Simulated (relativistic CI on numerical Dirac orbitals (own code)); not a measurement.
Level scheme of Ta⁵⁺

Method of calculation: Dirac-Coulomb-Breit CI, KLI orbitals optimised for each configuration, model QED (radiative potential, 1s self-energy scaled to tabulated hydrogen-like ionisation energies), valence Slater integrals scaled by 0.85, P86 correlation energy added to each configuration (own radial code, finite nucleus).

Configurations in the expansion (outside the closed core [Kr] 4d10): 4f14 5s2 5p6, 4f14 5s2 5p5 5d, 4f13 5s2 5p6 5d, 4f13 5s2 5p6 6s, 4f14 5s2 5p5 5f, 4f14 5s 5p6 5d, 4f13 5s2 5p6 6p, 4f14 5s2 5p5 5g, 4f14 5s2 5p5 6s, 4f13 5s2 5p6 6d, 4f14 5s2 5p5 6p, 4f13 5s2 5p6 5f, 4f13 5s2 5p6 7s. Double excitations out of closed p, d and f shells are left out; levels of such configurations are missing from the list, as are those of other unlisted configurations, and high levels can miss mixing partners.

```tsv
No.	Configuration	Term	J	E (cm⁻¹)	%	Lifetime (s)	jj configuration (%)
1	4f14 5s2 5p6	1S	0	0	100		closed (100)
2	4f13 5s2 5p6 5d	3P°	2	219027	86	6.23e-01	4f7/2^7 5d3/2 (86)
3	4f13 5s2 5p6 5d	3H°	5	224411	55		4f7/2^7 5d3/2 (97)
4	4f13 5s2 5p6 5d	3D°	3	227787	53	7.93e-01	4f7/2^7 5d3/2 (96)
5	4f13 5s2 5p6 5d	3F°	4	229759	38	1.54e+00	4f7/2^7 5d3/2 (95)
6	4f13 5s2 5p6 5d	3P°	1	230277	80	7.35e-09	4f7/2^7 5d5/2 (64)
7	4f13 5s2 5p6 5d	3H°	6	230548	100	3.48e-01	4f7/2^7 5d5/2 (100)
8	4f13 5s2 5p6 5d	1D°	2	232638	51	1.16e-01	4f7/2^7 5d5/2 (87)
9	4f13 5s2 5p6 5d	3F°	4	235993	52	7.49e-02	4f7/2^7 5d5/2 (81)
10	4f13 5s2 5p6 5d	3D°	3	236960	39	9.58e-02	4f7/2^7 5d5/2 (93)
11	4f13 5s2 5p6 5d	3G°	5	238050	81	1.34e-01	4f7/2^7 5d5/2 (96)
12	4f13 5s2 5p6 5d	3P°	0	239401	99	3.03e-02	4f5/2^5 4f7/2^8 5d5/2 (99)
13	4f13 5s2 5p6 5d	3H°	4	239783	59	2.92e-02	4f5/2^5 4f7/2^8 5d3/2 (78)
14	4f13 5s2 5p6 5d	3F°	2	241935	43	2.02e-02	4f5/2^5 4f7/2^8 5d3/2 (97)
15	4f13 5s2 5p6 5d	3D°	1	246175	84	9.27e-09	4f5/2^5 4f7/2^8 5d5/2 (62)
16	4f13 5s2 5p6 5d	3G°	3	246779	59	1.74e-02	4f5/2^5 4f7/2^8 5d3/2 (98)
17	4f13 5s2 5p6 5d	3H°	5	247594	43	1.48e-02	4f5/2^5 4f7/2^8 5d5/2 (97)
18	4f13 5s2 5p6 5d	1P°	1	247812	83	5.54e-10	4f5/2^5 4f7/2^8 5d3/2 (38)
19	4f13 5s2 5p6 5d	3D°	2	249259	46	1.80e-02	4f5/2^5 4f7/2^8 5d5/2 (97)
20	4f13 5s2 5p6 5d	3F°	3	252173	41	1.59e-02	4f5/2^5 4f7/2^8 5d5/2 (97)
21	4f13 5s2 5p6 5d	3G°	4	253380	55	1.70e-02	4f5/2^5 4f7/2^8 5d5/2 (97)
22	4f14 5s2 5p5 5d	3P°	0	291496	99	2.37e-02	5p3/2^3 5d3/2 (99)
23	4f14 5s2 5p5 5d	3P°	1	296725	86	9.57e-09	5p3/2^3 5d3/2 (81)
24	4f14 5s2 5p5 5d	3F°	3	306183	61	8.15e-03	5p3/2^3 5d3/2 (94)
25	4f14 5s2 5p5 5d	3P°	2	306250	53	8.71e-03	5p3/2^3 5d3/2 (54)
26	4f14 5s2 5p5 5d	3F°	4	306953	95	6.21e-03	5p3/2^3 5d5/2 (95)
27	4f14 5s2 5p5 5d	1D°	2	313172	55	7.20e-03	5p3/2^3 5d5/2 (53)
28	4f13 5s2 5p6 6s	3F°	4	313849	96	2.04e-04	4f7/2^7 6s (96)
29	4f13 5s2 5p6 6s	1F°	3	314341	52	2.18e-04	4f7/2^7 6s (95)
30	4f14 5s2 5p5 5d	3D°	3	322019	61	3.26e-03	5p3/2^3 5d5/2 (95)
31	4f13 5s2 5p6 6s	3F°	2	328741	100	2.01e-04	4f5/2^5 4f7/2^8 6s (100)
32	4f13 5s2 5p6 6s	3F°	3	329286	52	2.14e-04	4f5/2^5 4f7/2^8 6s (98)
33	4f14 5s2 5p5 5d	3D°	1	349096	72	2.52e-11	5p3/2^3 5d5/2 (56)
34	4f13 5s2 5p6 6p	3D	3	379036	67	1.33e-10	4f7/2^7 6p1/2 (98)
35	4f14 5s2 5p5 5d	3F°	2	379197	67	1.13e-04	5p1/2 5p3/2^4 5d3/2 (98)
36	4f13 5s2 5p6 6p	3G	4	379558	45	1.32e-10	4f7/2^7 6p1/2 (100)
37	4f14 5s2 5p5 6s	3P°	2	384196	69	1.97e-04	5p3/2^3 6s (69)
38	4f14 5s2 5p5 6s	3P°	2	389042	30	7.92e-05	5p1/2 5p3/2^4 5d5/2 (68)
39	4f14 5s2 5p5 6s	1P°	1	389352	63	5.16e-11	5p3/2^3 6s (99)
40	4f14 5s2 5p5 5d	1F°	3	391624	39	8.80e-05	5p1/2 5p3/2^4 5d5/2 (99)
41	4f13 5s2 5p6 6p	3G	5	394065	100	1.17e-10	4f7/2^7 6p3/2 (100)
42	4f13 5s2 5p6 6p	3D	2	394070	67	1.20e-10	4f7/2^7 6p3/2 (82)
43	4f13 5s2 5p6 6p	3G	3	394120	77	1.30e-10	4f5/2^5 4f7/2^8 6p1/2 (83)
44	4f13 5s2 5p6 6p	1D	2	395355	74	1.32e-10	4f5/2^5 4f7/2^8 6p1/2 (82)
45	4f13 5s2 5p6 6p	1F	3	395935	63	1.18e-10	4f7/2^7 6p3/2 (82)
46	4f13 5s2 5p6 6p	3F	4	396593	76	1.12e-10	4f7/2^7 6p3/2 (100)
47	4f13 5s2 5p6 6p	3D	1	408114	100	1.19e-10	4f5/2^5 4f7/2^8 6p3/2 (100)
48	4f13 5s2 5p6 6p	3G	4	409744	52	1.16e-10	4f5/2^5 4f7/2^8 6p3/2 (100)
49	4f13 5s2 5p6 6p	3F	2	410743	63	1.14e-10	4f5/2^5 4f7/2^8 6p3/2 (98)
50	4f13 5s2 5p6 6p	3F	3	411614	53	1.14e-10	4f5/2^5 4f7/2^8 6p3/2 (99)
51	4f14 5s2 5p5 5d	1P°	1	431394	78	3.24e-12	5p1/2 5p3/2^4 5d3/2 (70)
52	4f14 5s2 5p5 6p	3S	1	449315	51	1.30e-10	5p3/2^3 6p1/2 (92)
53	4f14 5s2 5p5 6p	3D	2	451603	52	1.50e-10	5p3/2^3 6p1/2 (99)
54	4f14 5s2 5p5 6s	3P°	0	462475	100	2.93e-07	5p1/2 5p3/2^4 6s (100)
55	4f14 5s2 5p5 6s	3P°	1	464165	64	1.07e-10	5p1/2 5p3/2^4 6s (100)
56	4f14 5s2 5p5 6p	3D	3	465189	100	1.17e-10	5p3/2^3 6p3/2 (100)
57	4f14 5s2 5p5 6p	1P	1	466001	60	1.31e-10	5p3/2^3 6p3/2 (92)
58	4f14 5s2 5p5 6p	3P	2	469655	69	1.29e-10	5p3/2^3 6p3/2 (99)
59	4f14 5s2 5p5 6p	1S	0	475367	58	1.24e-10	5p3/2^3 6p3/2 (95)
60	4f13 5s2 5p6 6d	3P°	2	485981	76	1.65e-10	4f7/2^7 6d3/2 (93)
61	4f13 5s2 5p6 6d	3H°	5	486924	50	1.66e-10	4f7/2^7 6d3/2 (98)
62	4f13 5s2 5p6 6d	3D°	3	487774	51	1.66e-10	4f7/2^7 6d3/2 (97)
63	4f13 5s2 5p6 6d	3G°	4	488296	43	1.68e-10	4f7/2^7 6d3/2 (99)
64	4f13 5s2 5p6 6d	3H°	6	489081	100	1.97e-10	4f7/2^7 6d5/2 (100)
65	4f13 5s2 5p6 5f	3S	1	489233	63	3.05e-11	4f7/2^7 5f5/2 (61)
66	4f13 5s2 5p6 6d	1D°	2	489539	56	1.99e-10	4f7/2^7 6d5/2 (93)
67	4f13 5s2 5p6 6d	3F°	4	490612	58	2.01e-10	4f7/2^7 6d5/2 (99)
68	4f13 5s2 5p6 6d	1F°	3	490636	47	1.97e-10	4f7/2^7 6d5/2 (97)
69	4f13 5s2 5p6 5f	1P	1	490814	47	3.13e-11	4f7/2^7 5f7/2 (62)
70	4f13 5s2 5p6 6d	3G°	5	490898	88	1.99e-10	4f7/2^7 6d5/2 (98)
```

Energies count from the lowest computed level; ° marks odd parity; lifetimes are radiative, by E1, M1, E2, M2, E3 decay to levels of this space only; some are left blank where a channel outside the calculation adds to the decay or the decay crosses a small, uncertain gap. Filled j subshells are mostly left out of the jj labels.

The mean weight of the leading LS term, summed over parents, in these 70 levels is 66 %, and that of the leading jj configuration (from the same eigenvectors) 90 %, so jj coupling describes them better and the LS labels are nominal.

At this charge configurations can still be misplaced by up to about 7 % of their energy. Levels and lines within the n = 5 or 6 shells can be off by up to 10 % or somewhat more, and those that change n by about 2 %, since core polarisation is missing. Levels that differ in their count of f electrons can be misplaced by several ten thousand cm⁻¹, since the correlation energy of f electrons is missing or only estimated; rates across such gaps can be off by orders of magnitude.

LS names give the leading component of a level, which can be under half, so a name can repeat, a term be missing and a line seem to break the LS rules.
